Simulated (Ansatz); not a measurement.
`N[B]([SiH3])[SbH2]`, relaxed with RKS PBE-D4/def2-SVP in Ansatz 0.2.0 from a rough embedded geometry. The force threshold is 0.03 eV/Å; the program also tests the step.

Total charge 0; spin multiplicity 1. Sb takes the def2 core potential.

Start:

```xyz
11

N     0.882   -0.195   -1.712
B     0.056    0.029   -0.524
Si    0.625   -0.704    1.157
Sb   -1.919    1.107   -0.637
H     0.430    0.344   -2.553
H     1.821    0.312   -1.606
H    -0.425   -1.703    1.643
H     0.744    0.313    2.145
H     1.923   -1.471    0.996
H    -2.696   -0.104    0.276
H    -1.441    2.072    0.815
```

(1) By how much does the energy fall, and how many steps does the optimiser take? (An estimate is asked.)

(2) Which bonds change most? (An estimate is asked.)

(3) Give the relaxed structure. (Best estimate.)

Results:

(1) Computed: 100.16 kJ/mol, in 12 steps, 1 of them rejected.

(2) The calculation gave: B2–Si3 from 1.920 to 2.019 Å; Si3–H8 from 1.423 to 1.509 Å; N1–H5 from 1.096 to 1.024 Å; Sb4–H11 from 1.807 to 1.737 Å.

(3) The calculation gave: 
```xyz
11

N     0.840    0.144   -1.676
B     0.032    0.075   -0.541
Si    0.651   -0.802    1.169
Sb   -2.068    0.998   -0.679
H     0.553    0.563   -2.564
H     1.796   -0.224   -1.705
H    -0.221   -1.990    1.496
H     0.549    0.156    2.330
H     2.085   -1.296    1.113
H    -2.640    0.089    0.683
H    -1.578    2.288    0.376
```
